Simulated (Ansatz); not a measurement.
Compare A (`C[C@H]1[SiH2][Si@@H]1F`) with its isomer B (`FC1C[SiH2][SiH2]1`).

Computed with Ansatz on PBE0-D4/def2-TZVP structures; ΔE is electronic, products minus reactants. CBS: MP2 limit from def2 TZ/QZ plus the TZ coupled-cluster correction, frozen cores. DFT in def2-TZVPP. B3LYP here is the variant with VWN-RPA as its local correlation; programs differ in this.

Question: Which is lower in electronic energy at CCSD(T)/CBS, and by how much? (Best estimate.)

Answer: Computed: A, by 146.7 kJ/mol.

Question: Give E(B) − E(A) in kJ/mol with PBE-D4, r2SCAN-D4, B3LYP-D4, B2PLYP, HF/def2-TZVPP, PBE0-D4, CCSD(T)/def2-TZVPP. (An estimate is asked.)

Answer: Computed: PBE-D4 135.6, r2SCAN-D4 146.1, B3LYP-D4 141.6, B2PLYP 147.3, HF/def2-TZVPP 142.0, PBE0-D4 137.4, CCSD(T)/def2-TZVPP 142.5. None reverses the order clearly.

Largest T1 diagnostic: 0.013.
